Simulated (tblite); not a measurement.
C₄H₁₄OSi₃.
Structure used (GFN2-xTB), in Å, numbered top down from 1:
```xyz
22
C4H14OSi3 angstrom
O      2.2670   -0.1034   -2.3585
C      2.0047   -0.6529   -1.3172
Si     2.1050    0.2022    0.3982
C      0.4399    0.0923    1.3191
C     -0.8166    0.5542    0.5746
Si    -0.7582    2.3996    0.0728
C     -1.1169   -0.3156   -0.6482
Si    -1.4521   -2.1563   -0.2959
H      1.7154   -1.7286   -1.3382
H      3.1028   -0.5710    1.1528
H      2.5428    1.5820    0.1899
H      0.5363    0.6846    2.2330
H      0.2930   -0.9415    1.6475
H     -1.6576    0.4299    1.2708
H      0.1046    2.5671   -1.0950
H     -2.1234    2.8239   -0.2510
H     -0.2554    3.1929    1.1976
H     -0.2946   -0.2271   -1.3633
H     -1.9962    0.0924   -1.1545
H     -0.2357   -2.8670    0.1122
H     -2.4415   -2.2600    0.7802
H     -1.9738   -2.7784   -1.5131
```

Computed values, GFN2-xTB/tblite, gas phase, harmonic and unscaled. Against measured fundamentals such values can be off by several per cent, at times by over 20. Modes of hydrogen on silicon can be 10 to 20 % off. One conformer, not necessarily the lowest.

Harmonic wavenumbers (cm⁻¹): 27.0, 62.2, 86.9, 103.1, 119.2, 146.9, 169.3, 187.0, 215.3, 242.0, 292.7, 310.8, 409.0, 477.2, 511.8, 516.2, 543.4, 555.3, 585.2, 637.2, 674.7, 684.3, 738.4, 752.8, 759.6, 773.0, 778.4, 784.3, 785.7, 788.5, 801.6, 803.4, 815.5, 826.9, 993.5, 1098.4, 1132.6, 1169.4, 1201.2, 1262.6, 1307.3, 1326.2, 1367.3, 1475.0, 1476.5, 1734.9, 2206.7, 2234.7, 2248.4, 2249.6, 2253.0, 2272.1, 2274.5, 2285.0, 2664.0, 2879.6, 2931.5, 2943.6, 2960.2, 2963.5.

A = 1020, B = 935.0, C = 652.5 MHz; mass 162.035 u (most abundant isotopes); point group C1, symmetry number 1.

Task: What is the zero-point energy?

Result: Half the sum of the wavenumbers: 33938 cm⁻¹ = 405.99 kJ/mol.

Task: Give the ideal-gas entropy at 298.15 K and 1 bar in the rigid-rotor, harmonic-oscillator model (classical rotation).

Result: Translation 172.31, rotation 128.14, vibration 181.13: S = 481.6 J/(mol K).

Task: And Cp and H(298.15 K) − H(0)?

Result: Cp = 216.88 J/(mol K), of which vibrations give 183.63 (their classical limit is 60 R = 498.9); H(298.15 K) − H(0) = 37.94 kJ/mol without the zero-point energy, 28.02 from vibrations.

Task: What must be added to the electronic energy to get the Gibbs energy at 298.15 K and 1 bar?

Result: ZPE + [H(298.15 K) − H(0)] − T·S = 405.99 + 37.94 − 143.58 = 300.35 kJ/mol.

Task: How do the functions run with temperature in this model?

Result: 
| T (K) | S (J/(mol K)) | Cp (J/(mol K)) | H − H(0) (kJ/mol) | G − H(0) (kJ/mol) | ln q(vib) |
| --- | --- | --- | --- | --- | --- |
| 100 | 320.1 | 99.8 | 6.56 | -25.46 | 2.85 |
| 200 | 407.1 | 158.8 | 19.44 | -61.98 | 6.73 |
| 300 | 482.9 | 217.9 | 38.34 | -106.54 | 10.55 |
| 500 | 616.3 | 305.3 | 91.32 | -216.85 | 17.96 |
| 800 | 778.8 | 385.2 | 195.96 | -427.09 | 28.13 |
| 1000 | 868.7 | 419.7 | 276.64 | -592.05 | 34.23 |

q(vib) and H(0) count from the zero-point level.

Task: Which modes carry the vibrational entropy at 298.15 K?

Result: 27.0 cm⁻¹: 25.26; 62.2 cm⁻¹: 18.35; 86.9 cm⁻¹: 15.60; 103.1 cm⁻¹: 14.20; 119.2 cm⁻¹: 13.03; 146.9 cm⁻¹: 11.35 J/(mol K); the other 54 give 83.34 together.

Task: Blend soft modes into free rotors: weight 1/[1 + (100 cm⁻¹/ν̃)⁴] for the oscillator and the rest for a rotor with moment μB/(μ + B), μ = h/(8π²ν), B = 10⁻⁴⁴ kg m². What vibrational entropy results?

Result: 165.64 J/(mol K) in place of 181.13, which changes −T·S at 298.15 K by +4.62 kJ/mol.

Hindered rotation and anharmonicity are outside this model. Other conformers, if any are populated, would add a mixing term that is left out. The structure is chiral; the term R ln 2 for an equal mix with its mirror image is left out.

Hardware: one thread, Arm Neoverse N1 (aarch64), on a shared host. Cost: 2.1 s wall. The figure is for the frequency step alone.
